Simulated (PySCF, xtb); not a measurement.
B(Me)(NCO)(OH) (C2H4BNO2), SMILES OB(N=C=O)C.

The structure is a stationary point at PBE0-D3(BJ)/def2-SVP. The structure was generated by enumeration, and PubChem lists no compound with its InChIKey, so it may never have been made. Other conformers were not sampled.

Level of theory: C-PCM-PBE0/def2-SVP (PySCF 2.14.0).

The values are the electrostatic part of the solvation free energy, E(continuum) − E(gas) at the gas-phase geometry, in a cavity of scaled van der Waals radii (PySCF's table); cavitation and dispersion terms are not included. In vacuum the orbital gap is 8.12 eV. The dipole moment in vacuum is 3.61 D.

Computed values in water (ε = 78.36), toluene (ε = 2.37), 1-octanol (ε = 9.86):
```csv
solvent,ε,ΔG(elec) (kcal/mol),dipole (D),gap (eV)
water,78.36,-5.7,4.46,8.26
toluene,2.37,-3.2,4.06,8.20
1-octanol,9.86,-5.1,4.37,8.24
```

For comparison, GFN2-xTB/ALPB(water) (xtb, at the GFN2-xTB geometry, all terms of that model) gives -5.6 kcal/mol.
